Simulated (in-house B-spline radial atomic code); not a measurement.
RPA and G0W0 on LC-wPBE: N V (N4+)

Configuration [He] 2s1, highest spin, mean-field start LC-wPBE. Computed with an all-electron radial atomic-structure program (B-spline basis): all electrons, non-relativistic, point nucleus, each spin shell either full or empty, empty states to l = 9 with an (l + 1/2)⁻⁴ tail; G0W0 by contour deformation at full frequency.

RPA overbinds a lone outer s electron by self-correlation, and G0W0 tends to as well.

Command:
```bash
python run_gw.py task.json out
```
Settings (radii: box in bohr, nucleus in fm):
```
Z                        7
electrons                3
configuration            [He] 2s1
hamiltonian              nr
method                   lc_wpbe
lmax                     9
spin_polarised           True
box_radius               11.96
intervals                44
ion_configuration        1s2
```

Run time, properties included: 1.1 s on 1 thread of AMD EPYC 7R43 64-Core Processor (shared host).

Energies (hartree):

```csv
term,value
mean-field total,-48.33366
Hartree-Fock functional on these orbitals,-48.32482
direct second order,-0.138
second-order exchange,0.086696
SOSEX correction,0.078636
```

(1) What is the RPA correlation energy, and what remains with SOSEX?

Quasi-particle levels (eV):

```json
{"level": "2s up", "occupied": "yes", "mean field": "-94.93", "Σx - vxc": "-2.81", "Σc": "?", "QP weight": "?", "G0W0": "?"}
{"level": "1s down", "occupied": "yes", "mean field": "-484.82", "Σx - vxc": "-34.93", "Σc": "3.25", "QP weight": "0.941", "G0W0": "-516.50"}
{"level": "1s up", "occupied": "yes", "mean field": "-486.14", "Σx - vxc": "-36.58", "Σc": "3.43", "QP weight": "0.908", "G0W0": "-519.28"}
{"level": "2s down", "occupied": "no", "mean field": "-78.20", "Σx - vxc": "3.77", "Σc": "-2.48", "QP weight": "0.948", "G0W0": "-76.91"}
```

G0W0 = mean field + (Σx - vxc) + Σc, with Σc (partial-wave tail included) taken at the quasi-particle energy.

(2) Where does G0W0 put 2s up?

(3) What does it cost to remove one electron (to 1s2) by differences of total energies, each species on its own start (correlation terms add to the Hartree-Fock functional)?

## Answers

(1) RPA gives -0.12771 hartree (-1.16 eV per electron); RPA + SOSEX gives -0.049071, and the second-order doubles -0.051304 hartree (no singles). SOSEX takes back 62 % of the RPA value.

(2) At -99.14 eV, with Σc = -1.40 eV and a quasi-particle weight of 0.973. The tabulated removal energy is 97.890 eV (NIST, measured).

(3) LC-wPBE 98.48 eV, Hartree-Fock functional 97.70 eV, + RPA 98.73 eV, + RPA + SOSEX 97.81 eV, + second order 97.83 eV. Tabulated: 97.890 eV (NIST, measured).
